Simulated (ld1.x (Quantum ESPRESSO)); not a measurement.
lithium (Li): variants of one TM potential

Base potential:

ld1.x (Quantum ESPRESSO) 7.5 input, shortened:

```
&input
   title='Li', zed=3., rel=1, dft='PZ', iswitch=3,
   config='[He] 2s0.5 2p0.5'
 /
 &inputp
   pseudotype=2, tm=.true., lloc=1,
   nlcc=.false.
 /
2
2S  1  0   0.50   0.00  2.55  2.55  0.0
2P  2  1   0.50   0.00  4.20  4.20  0.0
 &test
   configts(1)='2s0.5 2p0.5'
 /
```

All-electron outer shells of the reference configuration (LDA (PZ), scalar-relativistic, ld1.x):

| shell | level (eV) | outermost node (bohr) | outermost maximum (bohr) |
| --- | --- | --- | --- |
| 1s | -51.85 | – | 0.36 |
| 2s | -3.13 | 0.84 | 3.08 |
| 2p | -1.38 | – | 3.86 |

Cutoffs, loose and tight: the cutoffs (Ry, on a coarse ladder) from which the occupation-weighted sum of valence levels, in a spherical-Bessel basis at the reference potential, stays within 10 and 1 mRy of its value at 400 Ry. They do not see the model core or the augmentation charge, which bear on the density cutoff. Test errors are all-electron minus pseudo excitation energies from the reference, over the configurations 2s1 2p0; 2s0.5 2p0; 2s0 2p1 (two spin-polarised tests are not counted in the largest error). A dash means not determined; rows that change the core or the reference have their own tests.

```tsv
change	outcome	cutoff, loose	cutoff, tight	bound ghosts	largest test error (meV)
base	generated	6 Ry	6 Ry	none	+4.0
core correction a·sin(br)/r model core inside 0.96 bohr	generated	6 Ry	6 Ry	none	+2.0
core correction a·sin(br)/r model core inside 1.22 bohr	generated	6 Ry	6 Ry	none	+2.0
core correction a·sin(br)/r model core inside 1.60 bohr	generated	6 Ry	6 Ry	none	+2.1
core correction a·sin(br)/r model core inside 1.76 bohr	generated	6 Ry	6 Ry	none	+2.2
core correction a·sin(br)/r model core inside 1.96 bohr	generated	6 Ry	6 Ry	none	+2.5
core correction a·sin(br)/r model core inside 2.36 bohr	generated	6 Ry	6 Ry	none	+3.2
core correction a·sin(br)/r model core inside 2.52 bohr	generated	6 Ry	6 Ry	none	+3.5
core correction a·sin(br)/r model core inside 2.86 bohr	generated	6 Ry	6 Ry	none	+3.8
core correction a·sin(br)/r model core inside 3.02 bohr	generated	6 Ry	6 Ry	none	+3.9
```
